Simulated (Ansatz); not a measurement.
| atom | x (Å) | y (Å) | z (Å) |
| --- | --- | --- | --- |
| C | 0.0000 | 0.0000 | 0.0000 |
| C | 1.1691 | 0.6750 | 0.0000 |
| C | 2.4249 | -0.0500 | 0.0000 |
| C | 3.5940 | 0.6250 | 0.0000 |
| C | 4.8497 | -0.1000 | 0.0000 |
| C | 5.4343 | -0.4375 | 1.1691 |
| C | 6.6901 | -1.1625 | 1.1691 |
| C | 7.2746 | -1.5000 | 2.3383 |
| H | 0.0000 | -1.0900 | 0.0000 |
| H | -0.9440 | 0.5450 | 0.0000 |
| H | 1.1691 | 1.7650 | 0.0000 |
| H | 2.4249 | -1.1400 | 0.0000 |
| H | 3.5940 | 1.7150 | 0.0000 |
| H | 5.3217 | -0.3725 | -0.9440 |
| H | 4.9623 | -0.1650 | 2.1131 |
| H | 7.1620 | -1.4350 | 0.2252 |
| H | 6.8026 | -1.2275 | 3.2822 |
| H | 8.2186 | -2.0450 | 2.3383 |

Basis set: def2-TZVP (spherical functions). Charge 0, multiplicity 1.

Computed with Ansatz (development build ahead of 0.2.0); each method stands on the lowest determinant of its kind that the runs found. Restricted functionals stand beside restricted open-shell atoms, which can lie above the unrestricted atoms usual in DFT and then raise those values.

The atomization energy at this shape (free ground-state atoms in the same class of orbitals less the molecule, no zero-point energy) of singlet C₈H₁₀:

```json
{"method": "PBE0 (restricted)", "atomization energy": "83.41 eV"}
{"method": "PBE0 (unrestricted)", "atomization energy": "82.99 eV"}
{"method": "RHF", "atomization energy": "62.39 eV"}
```

(1) What does ωB97X (unrestricted) give?

Results:

(1) 82.08 eV.

The shape needn't be a minimum at these levels.
